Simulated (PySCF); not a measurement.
Choosing a molecule for a target property.

Species are written as SMILES; each is one conformer at its optimised geometry, gas phase, non-relativistic unless stated; the electronic structure was computed with PySCF and density fitting.

Dipoles, sizes and rotational constants follow the conformer. The torsions of the flexible species, by atom-mapped SMILES:
- `[CH3:1][S:2][c:3]1[cH:4][nH+:5][cH:6][cH:7][c:8]1[CH3:9]`: C1–S2–C3–C4 -1°
- `[CH:1]#[C:2][Si@:3]1([CH3:4])[CH2:5][C@H:6]([O:7][SiH3:8])[CH2:9]1`: C5–C6–O7–Si8 67°
- `[CH3:1][O:2][c:3]1[cH:4][cH:5][c:6]([O:7][SiH3:8])[cH:9][cH:10]1`: C1–O2–C3–C4 180°, C5–C6–O7–Si8 0°
- `[CH3:1][C:2]#[C:3][P:4]([CH3:5])[SiH:6]([CH3:7])[CH3:8]`: C3–P4–Si6–C7 68°

(1) Wanted: HOMO–LUMO gap below 6 eV (PBE0/pcSseg-1) and smallest rotational constant above 0.48 GHz (GFN2-xTB), at GFN2-xTB geometries. Which candidate meets both?
A. `C[SiH](P(C#CC)C)C`
B. `c1(ccc(O[SiH3])cc1)OC`
C. `[Si@]1(C)(C#C)C[C@H](O[SiH3])C1`
D. `CSc1c[nH+]ccc1C`

## Answers

(1) D. Computed values:
```csv
species,HOMO–LUMO gap,smallest rotational constant
CSc1c[nH+]ccc1C,4.44 eV,0.779 GHz
c1(ccc(O[SiH3])cc1)OC,5.76 eV,0.454 GHz
C[SiH](P(C#CC)C)C,6.43 eV,0.636 GHz
[Si@]1(C)(C#C)C[C@H](O[SiH3])C1,7.48 eV,0.506 GHz
```
